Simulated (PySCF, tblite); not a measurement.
Parent: `[cH:1]1[cH:2][cH:3][pH:4][cH:5]1`, C4H5P.

Computed geometry: GFN2-xTB, gas phase. One conformer each, not checked by frequencies here.

```
coordinate of the parent    value
                   C1–C2  1.438 Å
                   C2–C3  1.346 Å
                   C3–P4  1.804 Å
                   P4–C5  1.804 Å
                   C1–C5  1.346 Å
                C2–C1–C5   113.9°
                C1–C2–C3   113.9°
                C2–C3–P4   111.2°
                C3–P4–C5    89.1°
                C1–C5–P4   111.2°
```

Q: How does the shared frame change in `[S:1]=[PH:2]1[CH:3]=[CH:4][CH:5]=[CH:6]1`, C4H5PS? Atoms pair as C1 = C4, C2 = C5, C3 = C6, P4 = P2, C5 = C3 (parent first).

A: 
| parent | relative | value in the relative | change |
| --- | --- | --- | --- |
| C1–C2 | C4–C5 | 1.452 Å | +0.014 |
| C2–C3 | C5=C6 | 1.340 Å | -0.006 |
| C3–P4 | C6–P2 | 1.810 Å | +0.006 |
| P4–C5 | P2–C3 | 1.811 Å | +0.007 |
| C1–C5 | C4=C3 | 1.340 Å | -0.006 |
| C2–C1–C5 | C5–C4–C3 | 115.1° | +1.2 |
| C1–C2–C3 | C4–C5–C6 | 115.1° | +1.2 |
| C2–C3–P4 | C5–C6–P2 | 109.2° | -2.0 |
| C3–P4–C5 | C6–P2–C3 | 91.3° | +2.2 |
| C1–C5–P4 | C4–C3–P2 | 109.2° | -2.0 |

Of the parent's bonds, C1–C2 changes most (+0.014 Å). Bonds of the relative outside the shared frame: S1=P2 1.933 Å. Point group Cs → Cs.

Q: How does the shared frame change in `[O:1]=[PH:2]1[CH:3]=[CH:4][CH:5]=[CH:6]1`, C4H5OP? Atoms pair as C1 = C4, C2 = C5, C3 = C6, P4 = P2, C5 = C3 (parent first).

A: 
```
  parent  relative  value in the relative  change
   C1–C2     C4–C5                1.457 Å  +0.019
   C2–C3     C5=C6                1.338 Å  -0.008
   C3–P4     C6–P2                1.811 Å  +0.007
   P4–C5     P2–C3                1.811 Å  +0.007
   C1–C5     C4=C3                1.338 Å  -0.008
C2–C1–C5  C5–C4–C3                 115.3°    +1.4
C1–C2–C3  C4–C5–C6                 115.3°    +1.4
C2–C3–P4  C5–C6–P2                 108.8°    -2.4
C3–P4–C5  C6–P2–C3                  91.7°    +2.6
C1–C5–P4  C4–C3–P2                 108.8°    -2.4
```

Of the parent's bonds, C1–C2 changes most (+0.019 Å). Bonds of the relative outside the shared frame: O1=P2 1.463 Å. Point group Cs → Cs.

Q: How does the shared frame change in `[CH3:1][PH+:2]1[CH:3]=[CH:4][CH:5]=[CH:6]1` (charge +1), [C5H8P]+? Atoms pair as C1 = C4, C2 = C5, C3 = C6, P4 = P2, C5 = C3 (parent first).

A: 
```tsv
parent	relative	value in the relative	change
C1–C2	C4–C5	1.459 Å	+0.021
C2–C3	C5=C6	1.344 Å	-0.002
C3–P4	C6–P2	1.793 Å	-0.011
P4–C5	P2–C3	1.793 Å	-0.011
C1–C5	C4=C3	1.344 Å	-0.002
C2–C1–C5	C5–C4–C3	115.3°	+1.4
C1–C2–C3	C4–C5–C6	115.3°	+1.4
C2–C3–P4	C5–C6–P2	108.1°	-3.1
C3–P4–C5	C6–P2–C3	93.3°	+4.2
C1–C5–P4	C4–C3–P2	108.1°	-3.1
```

Of the parent's bonds, C1–C2 changes most (+0.021 Å). Bonds of the relative outside the shared frame: C1–P2 1.803 Å. Point group Cs → Cs.

Q: How does the shared frame change in `[CH3:1][CH2:2][PH+:3]1[CH:4]=[CH:5][CH:6]=[CH:7]1` (charge +1) with C1–C2–P3–C4 -176°, [C6H10P]+? Atoms pair as C1 = C5, C2 = C6, C3 = C7, P4 = P3, C5 = C4 (parent first).

A: 
```tsv
parent	relative	value in the relative	change
C1–C2	C5–C6	1.458 Å	+0.020
C2–C3	C6=C7	1.344 Å	-0.002
C3–P4	C7–P3	1.792 Å	-0.012
P4–C5	P3–C4	1.792 Å	-0.012
C1–C5	C5=C4	1.345 Å	-0.001
C2–C1–C5	C6–C5–C4	115.3°	+1.4
C1–C2–C3	C5–C6–C7	115.3°	+1.4
C2–C3–P4	C6–C7–P3	108.1°	-3.1
C3–P4–C5	C7–P3–C4	93.3°	+4.2
C1–C5–P4	C5–C4–P3	108.1°	-3.1
```

Of the parent's bonds, C1–C2 changes most (+0.020 Å). Bonds of the relative outside the shared frame: C1–C2 1.527, C2–P3 1.819 Å. Point group Cs → C1.
